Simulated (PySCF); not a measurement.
Species: C₅H₂F₆.
Bonds: C1–C2 (double), C2–C3 (double), C3–C4, C4–F5, C4–F6, C4–F7, C3–C8, C8–F9, C8–F10, C8–F11. Hydrogens: H12, H13 on C1.

Computed with PySCF at B3LYP/def2-SVPD, non-relativistic, on one gas-phase PBE0-D3(BJ)/def2-SVP geometry that isn't relaxed in the solvent. The solvent is an IEF-PCM continuum (van der Waals radii × 1.2). Specific hydrogen bonds and non-electrostatic terms are outside this model.

Gas phase at B3LYP/def2-SVPD: HOMO -8.87 eV, LUMO -1.58 eV, dipole 3.45 D.

Question: What does the continuum do to the energy, the frontier levels and the dipole at B3LYP/def2-SVPD in benzene and acetone?

Answer: 
| solvent | ε | E(solvent) − E(gas) (kJ/mol) | polarisation term (kJ/mol) | distortion of the solute (kJ/mol) | HOMO (eV) | LUMO (eV) | dipole (D) |
| --- | --- | --- | --- | --- | --- | --- | --- |
| benzene | 2.271 | -7.13 | -7.79 | 0.66 | -8.69 | -1.40 | 3.96 |
| acetone | 20.49 | -14.87 | -17.68 | 2.81 | -8.52 | -1.24 | 4.49 |

Polarisation term: ½ Σ q·V over the induced surface charges. Distortion: the rise of the solute's own energy as its density leaves the gas-phase optimum. From benzene to acetone the lowering changes by a factor 2.09, Onsager's factor (ε − 1)/(2ε + 1) by 2.02 and ε itself by 9.0.

Question: Which radius a makes the point-dipole formula ΔE = −[(ε − 1)/(2ε + 1)]·μ²/a³ give the value in acetone, with the gas-phase dipole?

Answer: μ = 1.358 au and |ΔE| = 0.00566 Eh give a = 2.82 Å; the farthest nucleus lies 3.13 Å from the centroid of the nuclei, so such a sphere wouldn't even hold the nuclei. The formula assumes a rigid point dipole at the centre of a sphere.

Question: How does the static polarisability (B3LYP/def2-SVPD, frozen core, with the continuum's full static response) change?

Answer: 
```
 medium  isotropic (au)  principal values (au)  ⟨r²⟩ of the electrons (bohr²)
    gas            67.7       51.9, 57.4, 93.9                         1498.6
benzene            75.7      57.4, 62.9, 106.8                         1497.9
acetone            85.9      66.0, 69.9, 122.0                         1497.3
```

The isotropic value in acetone is 1.27 times the gas-phase one; no cavity-field correction is applied. ⟨r²⟩ is taken about the centre of nuclear charge.

The values belong to the conformer `[CH2:1]=[C:2]=[C:3]([C:4]([F:5])([F:6])[F:7])[C:8]([F:9])([F:10])[F:11]`: C2–C3–C4–F5 -107°, C2–C3–C8–F9 16°.
